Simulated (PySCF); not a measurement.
Species: (F)2Hf(OSiH2)2O (singlet state).
Structure used (PBE0-D3(BJ)/def2-SVP), in Å, numbered top down from 1:
```
atom  x, y, z in Å
Hf1   -1.5451   -0.9737    0.7029
F2    -3.1668   -1.2795   -0.2783
F3    -1.5661   -1.7086    2.4767
O4    -1.0867    0.9150    0.7405
Si5    0.2079    1.8169    0.1942
O6     1.2526    0.7690   -0.5620
Si7    1.3763   -0.8528   -0.9000
O8     0.0081   -1.5910   -0.2904
H9     0.8971    2.4443    1.3507
H10   -0.2679    2.8243   -0.7875
H11    1.4277   -1.0428   -2.3720
H12    2.5784   -1.4039   -0.2237
```

The calculation used PBE0-D3(BJ)/def2-SVP geometry optimisation, gas phase, def2 core potentials past Kr in PySCF 2.14.0.

Which atoms are bound to Hf1, and at what distances?

4 atoms: F2 1.920 Å, F3 1.920 Å, O4 1.944 Å, O8 1.944 Å. The nearest atom not counted as bound is Si7, at 3.33 Å (others tie with it).

List the angles at Hf1.

```tsv
angle	degrees	distance of the outer atoms (Å)
F2–Hf1–F3	113.7	3.22
F2–Hf1–O4	111.3	3.19
F2–Hf1–O8	111.3	3.19
F3–Hf1–O8	111.0	3.19
F3–Hf1–O4	110.9	3.18
O4–Hf1–O8	97.5	2.92
```

What is the shape at Hf1?

Distorted tetrahedral: angles from 97.5° to 113.7°; τ4 = (360° − α − β)/141° = 0.96 with α and β the two widest (0 for a square, 1 for a tetrahedron).

What are the other bond lengths?

O4–Si5, Si7–O8 1.670 Å; Si5–O6, O6–Si7 1.661 Å; Si5–H9 and 3 like bonds 1.485 Å.

Give some angles away from the centre.

Hf1–O4–Si5 134.5°, O4–Si5–O6 107.2°, Si5–O6–Si7 139.0°, Hf1–O8–Si7 134.5°.

What are the rotational constants (commonest isotopes, rigid rotor)?

A = 1538, B = 664.8, C = 574.2 MHz: an asymmetric top.

Point group: near C2v, missed by 0.08 Å at most; the miss may be what the optimiser left on a soft mode (Cs holds within 0.08 Å). Charge 0, singlet. PBE0-D3(BJ)/def2-SVP frequencies: not computed here.

On Arm Neoverse V1, one thread, shared host, this took 3.5 min wall and 0.64 GiB of memory at its peak. These figures are those of the optimisation.
